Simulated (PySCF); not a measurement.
SMILES N#Cc1ccc(-c2ccccc2)s1 (C11H7NS) (GFN2-xTB optimised geometry):

```
20

N     -4.954     1.978    -0.016
C     -3.959     1.405    -0.012
C     -2.756     0.699    -0.007
C     -2.588    -0.664    -0.001
C     -1.241    -1.042     0.003
C     -0.367     0.020    -0.001
C      1.082     0.004     0.000
C      1.792    -1.200     0.000
C      3.173    -1.200     0.000
C      3.875    -0.006     0.000
C      3.183     1.194     0.000
C      1.803     1.200     0.000
S     -1.231     1.528    -0.009
H     -3.413    -1.355     0.001
H     -0.929    -2.070     0.008
H      1.262    -2.140     0.000
H      3.706    -2.140     0.000
H      4.954    -0.011     0.000
H      3.722     2.130     0.000
H      1.270     2.140     0.001
```

Method: PBE/def2-SVP (PySCF).

Task: What are the frontier orbital energies and the dipole moment?

Result: HOMO-2 -6.93 eV, HOMO-1 -6.71 eV, HOMO -5.73 eV, LUMO -2.79 eV, LUMO+1 -1.50 eV; dipole moment 5.20 D.

Meta-Löwdin charges at PBE/def2-SVP: N1 -0.20, C2 0.09, C3 -0.14, C4 -0.10, C5 -0.14, C6 -0.08, C7 0.00, C8 -0.10, C9 -0.10, C10 -0.10, C11 -0.10, C12 -0.11, S13 0.28, H14 0.13, H15 0.12, H16 0.11, H17 0.11, H18 0.11, H19 0.11, H20 0.11.
